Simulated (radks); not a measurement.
The numbers below are computed, except where a source is named.
He, 2 electrons, occupied as [He] (the NIST ground configuration).

Level of theory: scalar-relativistic Kohn-Sham, PBEsol, spin-polarised, spherical densities, finite nucleus; Gaussian nuclear charge, rms radius 1.6755 fm; hard spherical wall at 15 bohr (a radial shooting solver on a logarithmic mesh with Libxc functionals).

Energy parts (hartree):
| part | energy |
|---|---|
| total | -2.85786 |
| kinetic | 2.81369 |
| electron-nucleus | -6.68090 |
| Hartree | 2.01371 |
| exchange-correlation | -1.00435 |

Orbitals (lengths in bohr, moments of r in powers of bohr; r(max) is where P^2 peaks; r(90%) holds 90 % of the orbital's charge):
orbital  occ.  eigenvalue (hartree)  r(max)  <r^4>  r(90%)
1s          2              -0.56958  0.5656  4.724    1.75

The highest occupied level is 1s at -15.499 eV. The pressure on the wall is 7.37e-12 GPa. Summed over all electrons, <r^2> = 2.534 bohr^2, which gives a Langevin (diamagnetic) susceptibility term of -2.01 x 10^-6 cm^3/mol. The density falls to 0.001 e/bohr^3 at r = 2.56 bohr.
